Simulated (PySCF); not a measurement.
F4Se, charge -1, doublet, geometry from GFN2-xTB (a state made from the parent by changing its charge; the spin is typed, not shown lowest); B3LYP/def2-SVP (PySCF).

Here is a job for PySCF.
```python
from pyscf import gto, scf, dft

mol = gto.M(
    atom='''
Se   -0.000257    0.000685    0.132425
F     1.147607    1.568263   -0.130961
F     1.569159   -1.147982   -0.116094
F    -1.147122   -1.569557   -0.119176
F    -1.568674    1.146688   -0.134043
''',
    basis='def2-svp',
    charge=-1,
    spin=1,
    verbose=4,
)

mf = dft.UKS(mol)
mf.xc = 'b3lyp'
mf.conv_tol = 1e-11
mf.kernel()
```

What the program printed (banner, timings and long lists left out):

```
PySCF version 2.14.0

[INPUT] verbose = 4
[INPUT] num. atoms = 5
[INPUT] num. electrons = 71
[INPUT] charge = -1
[INPUT] spin (= nelec alpha-beta = 2S) = 1
[INPUT] symmetry False subgroup None
[INPUT] Mole.unit = angstrom
[INPUT] Symbol           X                Y                Z      unit          X                Y                Z       unit  Magmom
[INPUT]  1 Se    -0.000257000000   0.000685000000   0.132425000000 AA   -0.000485659614   0.001294462395   0.250246982046 Bohr   0.0
[INPUT]  2 F      1.147607000000   1.568263000000  -0.130961000000 AA    2.168662928634   2.963587561289  -0.247480422999 Bohr   0.0
[INPUT]  3 F      1.569159000000  -1.147982000000  -0.116094000000 AA    2.965280755896  -2.169371575930  -0.219385864705 Bohr   0.0
[INPUT]  4 F     -1.147122000000  -1.569557000000  -0.119176000000 AA   -2.167746411463  -2.966032866894  -0.225210000621 Bohr   0.0
[INPUT]  5 F     -1.568674000000   1.146688000000  -0.134043000000 AA   -2.964364238726   2.166926270325  -0.253304558915 Bohr   0.0

nuclear repulsion = 414.777640985242
number of shells = 36
number of NR pGTOs = 170
number of NR cGTOs = 88
basis = def2-svp
ecp = {}

******** <class 'pyscf.dft.uks.UKS'> ********
method = UKS
initial guess = minao
damping factor = 0
level_shift factor = 0
DIIS = <class 'pyscf.scf.diis.CDIIS'>
diis_start_cycle = 1
diis_space = 8
diis_damp = 0
SCF conv_tol = 1e-11
SCF conv_tol_grad = None
SCF max_cycles = 50
direct_scf = True
direct_scf_tol = 1e-13
number electrons alpha = 36  beta = 35
XC library pyscf.dft.libxc version 7.1.2
    S. Lehtola, C. Steigemann, M. J. T. Oliveira, and M. A. L. Marques,  SoftwareX 7, 1–5 (2018)
XC functionals = b3lyp
    P. J. Stephens, F. J. Devlin, C. F. Chabalowski, and M. J. Frisch,  J. Phys. Chem. 98, 11623 (1994)
radial grids:
    Treutler-Ahlrichs [JCP 102, 346 (1995); DOI:10.1063/1.469408] (M4) radial grids

becke partition: Becke, JCP 88, 2547 (1988); DOI:10.1063/1.454033
pruning grids: <function nwchem_prune>
grids dens level: 3
symmetrized grids: False
atomic radii adjust function: <function treutler_atomic_radii_adjust>
small_rho_cutoff = 0
Set gradient conv threshold to 3.16228e-06
tot grids = 77472
init E= -2799.22503554445

cycle= 1 E= -2799.98086154311  delta_E= -0.756  |g|= 0.997  |ddm|= 1.66
cycle= 2 E= -2798.78195247778  delta_E=  1.2  |g|= 2.07  |ddm|= 2.02
cycle= 3 E= -2800.34366081678  delta_E= -1.56  |g|= 0.0816  |ddm|= 1.45
cycle= 4 E= -2800.3458174875  delta_E= -0.00216  |g|= 0.0491  |ddm|= 0.157
cycle= 5 E= -2800.34655118954  delta_E= -0.000734  |g|= 0.0107  |ddm|= 0.0461
cycle= 6 E= -2800.34661389178  delta_E= -6.27e-05  |g|= 0.00195  |ddm|= 0.0126
cycle= 7 E= -2800.34662197105  delta_E= -8.08e-06  |g|= 0.000418  |ddm|= 0.00935
cycle= 8 E= -2800.3466224876  delta_E= -5.17e-07  |g|= 0.000227  |ddm|= 0.00233
cycle= 9 E= -2800.34662253342  delta_E= -4.58e-08  |g|= 0.000172  |ddm|= 0.000735
cycle= 10 E= -2800.34662254449  delta_E= -1.11e-08  |g|= 4.44e-05  |ddm|= 0.000173
cycle= 11 E= -2800.34662254553  delta_E= -1.03e-09  |g|= 5.05e-06  |ddm|= 5.55e-05
cycle= 12 E= -2800.34662254555  delta_E= -2.46e-11  |g|= 3.78e-06  |ddm|= 8.21e-06
cycle= 13 E= -2800.34662254555  delta_E= -2.73e-12  |g|= 2.07e-06  |ddm|= 4.1e-06
Extra cycle  E= -2800.34662254555  delta_E= 6.37e-12  |g|= 3.93e-06  |ddm|= 4.14e-06
converged SCF energy = -2800.34662254555  <S^2> = 0.75237421  2S+1 = 2.0023728
```
